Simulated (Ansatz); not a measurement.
C$_{3}$H$_{9}$Y (`[CH3][Y]([CH3])[CH3]`), 13 atoms. The species carries charge 0 and has multiplicity 1. Correlated methods include outer-core shells of Y, which these sets cover unevenly. Y: def2 effective core potential. All runs use 4 threads of an Intel Xeon 6975P-C on a shared host. Correlated methods freeze the cores.

Give the basis size and wall time and peak host memory of each of these runs in Ansatz. RKS PBE0-D4/def2-TZVP relaxation (44 steps); RHF-CCSD(T)/def2-TZVPP energy; RKS PBE0-D4/def2-SVP energy; RKS ωB97M-V/def2-SVP energy; RKS PBE0-D4/def2-TZVP frequencies; RKS CAM-B3LYP-D4/def2-TZVPP energy; RKS B3LYP-D4/def2-TZVPP energy and forces; RKS ωB97M-V/def2-QZVPP energy; direct RPA on PBE orbitals/def2-TZVPP energy; RKS PBE0-D4/def2-QZVPP energy; RHF-CCSD(T)/def2-SVP energy; RKS ωB97X-V/def2-TZVPP energy. (Best estimate.)

The calculation gave: Other jobs shared the machine, so times are rough.

```
                                level                    job  functions  wall time  peak host memory (GiB)
                 RKS PBE0-D4/def2-SVP                 energy        118     0.95 s                    0.46
          RKS CAM-B3LYP-D4/def2-TZVPP                 energy        275      2.4 s                    0.73
              RKS B3LYP-D4/def2-TZVPP      energy and forces        275      3.9 s                    0.75
                 RHF-CCSD(T)/def2-SVP                 energy        118      3.9 s                     0.8
                 RKS ωB97M-V/def2-SVP                 energy        118      4.1 s                    0.46
direct RPA on PBE orbitals/def2-TZVPP                 energy        275      4.9 s                    0.76
               RKS ωB97X-V/def2-TZVPP                 energy        275      4.9 s                    0.81
               RKS PBE0-D4/def2-QZVPP                 energy        522      5.5 s                     1.6
               RKS ωB97M-V/def2-QZVPP                 energy        522       13 s                     2.1
               RHF-CCSD(T)/def2-TZVPP                 energy        275       65 s                     8.8
                RKS PBE0-D4/def2-TZVP  relaxation (44 steps)        187       84 s                    0.51
                RKS PBE0-D4/def2-TZVP            frequencies        187      110 s                     0.5
```

B3LYP here is the variant with VWN-RPA as its local correlation; programs differ in this.
